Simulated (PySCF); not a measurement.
Species: C₃H₁₀O₂SSi.
Z-matrix (Å and degrees, PBE0-D3(BJ)/def2-SVP geometry), rows numbered from 1:
```
C 
O   1  1.4042
Si  2  1.6452  1  124.65
O   3  1.6505  2  108.47  1   -59.20
C   4  1.4020  3  126.59  2   179.25
S   3  2.1387  2  112.39  1    58.24
C   6  1.8242  3   98.26  2    73.63
H   1  1.1029  2  111.26  3    72.15
H   1  1.1047  2  111.52  3   -48.92
H   1  1.1001  2  108.59  3  -168.47
H   3  1.4863  2  105.24  1   178.34
H   5  1.1044  4  112.07  3   -45.79
H   5  1.1045  4  111.41  3    75.54
H   5  1.1003  4  108.73  3  -165.52
H   7  1.0986  6  111.24  3   -59.30
H   7  1.0978  6  106.94  3  -177.99
H   7  1.0992  6  111.32  3    63.34
```

The calculation used PySCF, TDDFT B3LYP/def2-SVPD, vertical, gas phase, core orbitals frozen in the response.

**Question.** List the vertical singlet excitations with oscillator strengths and describe the spectrum.

**Answer.** 

```tsv
state	E (eV)	λ (nm)	f	main configurations (H = HOMO, L = LUMO)
S1	5.56	223.0	0.0008	H→L (97%)
S2	6.26	198.2	0.044	H→L+1 (95%)
S3	6.62	187.3	0.0050	H→L+2 (34%), H-1→L (30%), H→L+3 (24%)
S4	6.69	185.2	0.0082	H→L+3 (71%), H-1→L (14%), H→L+2 (10%)
S5	6.85	181.1	0.035	H→L+2 (48%), H-1→L (46%)
S6	6.97	177.9	0.027	H→L+4 (79%)
```

The lowest singlet comes at 223 nm (536 kJ/mol) in the ultraviolet; it is very weak; its leading configuration is HOMO→LUMO (97%). The most intense listed level is S2 at 6.26 eV (198 nm, f = 0.044), 0.70 eV above S1. Löwdin shares by element: HOMO sulfur 71%, carbon 11% or more, silicon 7%; LUMO sulfur 39%, carbon 15% or more, silicon 11%, hydrogen 6% or more (atoms not listed hold the other 28%). Of the 6 states listed, 3 reach f = 0.01 and none stays under 0.0005. The listed states span 1.41 eV, and the widest gap between neighbours is 0.70 eV (S1 to S2). Orbital energies (eV): HOMO-3 -8.63, HOMO-2 -8.15, HOMO-1 -7.78, HOMO -6.80, LUMO -0.09, LUMO+1 0.33, LUMO+2 0.69. The window holds the lowest 6 singlets.

One conformer stands for the species.
